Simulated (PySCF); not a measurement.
## Correlation energy of Se²⁺ (selenium, charge +2)

[Ar] 3d10 4s2 4p2, high-spin 3P determinant. All numbers are calculated (PySCF 2.14, scalar relativity by spin-free X2C-1e, in cc-pVTZ-DK (6s5p3d1f, 43 functions)). Frozen: [Ar] 3d10; 4 electrons correlated.

MP2 pair energies summed by pair of shells (mhartree):

| pair | energy | share (%) |
| --- | --- | --- |
| 4s-4p | -35.26 | 62.6 |
| 4s-4s | -15.47 | 27.5 |
| 4p-4p | -5.56 | 9.9 |

Total MP2 correlation energy: -56.29 mhartree.

Same-spin part -9.24 and opposite-spin part -47.05 mhartree; SCS-MP2 scales them by 1/3 and 6/5 to -59.54 mhartree.

```json
{"level": "CCSD", "correlation energy (mhartree)": "-72.13"}
{"level": "(T)", "correlation energy (mhartree)": "-1.45"}
{"level": "CCSD(T)", "correlation energy (mhartree)": "-73.58"}
```

Diagnostics: T1 = 0.0063, D1 = 0.0167, largest double amplitude 0.092.

Cost of the coupled-cluster step: 0.36 s of wall time on 1 thread of Neoverse-V1 (shared host), for 4 correlated electrons.
